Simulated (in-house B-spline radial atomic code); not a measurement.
Cr2+ is squeezed into an impenetrable sphere of radius R (the orbitals vanish at R). No spin polarisation. Method: scalar-relativistic (X2C) PBE, spherical fractional occupations, Fermi nucleus of rms radius 3.6452 fm. Calculated with a B-spline radial code for spherical atoms.

Energies in eV above the free ion in [Ar] 3d4:

| R (bohr) | highest level (eV) | [Ar] 3d4 | [Ne] 3s2 3p5 3d5 |
| --- | --- | --- | --- |
| 9.18 | -22.9 | 0 | 43.71 |
| 5.74 | -22.8 | 0.01774 | 43.73 |
| 4.63 | -22.5 | 0.1773 | 43.89 |
| 4.46 | -22.4 | 0.2503 | 43.97 |
| 3.83 | -21.7 | 0.8924 | 44.67 |
| 2.88 | -17.8 | 6.572 | 51.01 |
| 2.42 | -11.8 | 19.74 | 65.39 |
| 2.13 | -3.99 | 42.74 | 89.8 |
| 1.73 | 19.1 | 138.9 | 188.9 |
| 1.29 | 89.3 | 593.7 | 643.3 |

Q: Does [Ne] 3s2 3p5 3d5 fall below [Ar] 3d4 under compression?

A: No, it stays above over the whole range.

The highest level is first positive in the row R = 1.73 bohr, pushed up by confinement above the zero of the free ion's potential. Each configuration is held fixed and needn't be the lowest in the sphere.
